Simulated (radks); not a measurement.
Question: Radial electron density D(r) = 4 pi r^2 rho(r) of an atom or ion with 61 electrons. Calculated with a radial shooting solver on a logarithmic mesh with Libxc functionals: Dirac Kohn-Sham, PBE, spin-unpolarised, spherical densities, finite nucleus; Fermi nuclear charge, rms radius of each element as measured or else 0.836 A^(1/3) + 0.57 fm.

r (bohr)  D(r) (e/bohr)
0.001641          9.821
0.00191           12.39
0.002224          15.55
0.002568          19.16
0.00299           23.70
0.00348           29.06
0.004052          35.26
0.004717          42.26
0.005491          49.95
0.006342          57.67
0.007383          65.91
0.008595          73.75
0.01001           80.59
0.01165           85.75
0.01345           88.58
0.01566           89.10
0.01823           87.23
0.02122           83.80
0.02471           80.29
0.02853           78.64
0.03322           80.39
0.03867           86.59
0.04502           96.39
0.05241           106.9
0.06053           113.9
0.07047           114.6
0.08203           107.8
0.0955            96.89
0.1112            88.45
0.1294            87.86
0.1495            94.32
0.174             101.6
0.2026            99.93
0.2358            85.30
0.2745            63.91
0.3171            48.20
0.3691            43.61
0.4297            48.17
0.5003            51.91
0.5824            47.86
0.6726            37.85
0.783             26.38
0.9115            18.29
1.061             13.88
1.235             11.10
1.427             8.452
1.661             5.464
1.934             2.939
2.251             1.356
2.621            0.6158
3.051            0.3326
3.523            0.2076
4.102            0.1130
4.775           0.04707
5.559           0.01377
6.471          0.002663
7.474         0.0003652

What is the nuclear charge?

Answer: Z = 65. The innermost maximum, from 1s, lies near gamma/Z bohr with gamma = sqrt(1 - (Z/c)^2) = 0.880, here 0.0135 bohr (found: 0.0149), and its height grows with Z. The density is that of the terbium ion Tb4+ in [Kr] 4d10 4f7 5s2 5p5.5 6p0.5; the configuration itself is not fixed sharply by these data, and Z only to a few units. D(r) has 4 maxima, at r = 0.0149, 0.0661, 0.184, 0.504 bohr, and minima at 0.0288, 0.121, 0.360 bohr, inside which lie 2.01, 11.20, 29.32 electrons.
